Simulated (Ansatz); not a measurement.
Al₄F₂⁻, 6 atoms. Hardware: 4 threads of Arm Neoverse N1 on a shared host.

Correlated methods freeze 22 core orbitals.

Q: How many basis functions does each of these Ansatz runs have, and roughly what does it cost? MP2/def2-TZVPD, charge -1 doublet, energy, from earlier orbitals; PBE0-D4/def2-TZVPD, charge -1 doublet, energy, from earlier orbitals; PBE-D4/def2-SVPD, charge -1 doublet, relaxation, 17 steps; r2SCAN-D4/def2-TZVPD, charge -1 doublet, energy, from earlier orbitals; PBE-D4/def2-TZVPD, charge -1 doublet, energy and forces, from earlier orbitals; ωB97M-V/def2-TZVPD, charge -1 doublet, energy, from earlier orbitals; CCSD(T)/def2-SVPD, charge -1 doublet, energy, from earlier orbitals; PBE0-D4/def2-SVP, charge -1 doublet, energy with a search over starts; BHLYP-D4/def2-TZVPD, charge -1 doublet, energy, from earlier orbitals; LDA (SPW92)/def2-TZVPD, charge -1 doublet, energy, from earlier orbitals.

A: Other jobs shared the machine, so times can vary by a factor of up to 3. A dash marks memory too small to be measured apart from the calling script's.

| run | functions | fitting or Cholesky vectors | wall time | peak host memory (GiB) |
| --- | --- | --- | --- | --- |
| LDA (SPW92)/def2-TZVPD, charge -1 doublet, energy, from earlier orbitals | 252 | 1450 | 4.7 s | – |
| PBE0-D4/def2-SVP, charge -1 doublet, energy with a search over starts | 100 | 888 | 10 s | – |
| PBE-D4/def2-TZVPD, charge -1 doublet, energy and forces, from earlier orbitals | 252 | 1450 | 11 s | – |
| MP2/def2-TZVPD, charge -1 doublet, energy, from earlier orbitals | 252 | 1606 | 17 s | 0.81 |
| PBE0-D4/def2-TZVPD, charge -1 doublet, energy, from earlier orbitals | 252 | 1570 | 26 s | 1.1 |
| BHLYP-D4/def2-TZVPD, charge -1 doublet, energy, from earlier orbitals | 252 | 1678 | 45 s | 1.6 |
| r2SCAN-D4/def2-TZVPD, charge -1 doublet, energy, from earlier orbitals | 252 | 1450 | 56 s | 0.92 |
| PBE-D4/def2-SVPD, charge -1 doublet, relaxation, 17 steps | 142 | 1286 | 56 s | – |
| CCSD(T)/def2-SVPD, charge -1 doublet, energy, from earlier orbitals | 142 | 1290 | 83 s | 1.8 |
| ωB97M-V/def2-TZVPD, charge -1 doublet, energy, from earlier orbitals | 252 | 1486 | 2.5 min | 1.5 |
